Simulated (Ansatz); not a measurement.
C2H6ClInO (`C[CH2][In]([OH])[Cl]`), one more setting.

```yaml
crystal:
  periodic: [false, false, false]
  atoms:
    - {symbol: C, position_ang: [-0.930671, 0.585203, 1.331099]}
    - {symbol: C, position_ang: [0.278583, -0.160796, 0.790265]}
    - {symbol: In, position_ang: [0.337724, -0.228051, -1.356520]}
    - {symbol: O, position_ang: [1.619554, -1.023691, -2.636611]}
    - {symbol: Cl, position_ang: [-1.372260, 0.792317, -2.576097]}
    - {symbol: H, position_ang: [-0.955143, 1.623004, 0.993254]}
    - {symbol: H, position_ang: [-1.869045, 0.125406, 1.015177]}
    - {symbol: H, position_ang: [-0.920327, 0.594952, 2.425507]}
    - {symbol: H, position_ang: [1.216715, 0.298639, 1.111166]}
    - {symbol: H, position_ang: [0.302821, -1.198219, 1.132786]}
    - {symbol: H, position_ang: [2.357352, -1.465763, -2.209624]}
basis:
  gaussian: {orbitals: ANO-RCC-VTZP, fitting: {mean_field: cc-pVTZ-jkfit}}
hamiltonian: {xc: {name: revPBE0}, dispersion: d3bj, pseudopotentials: {relativity: scalar}}
output: {forces: true}
```

```sh
$ ansatz run in.yaml --threads 4 --pin off --events-out ev --progress --plain --max-ram 10444MiB
```

It prints (some lines left out):

```
Functional definition: revPBE0
Error: <dir> the basis set cc-pVTZ-JKFIT has no functions for In
```
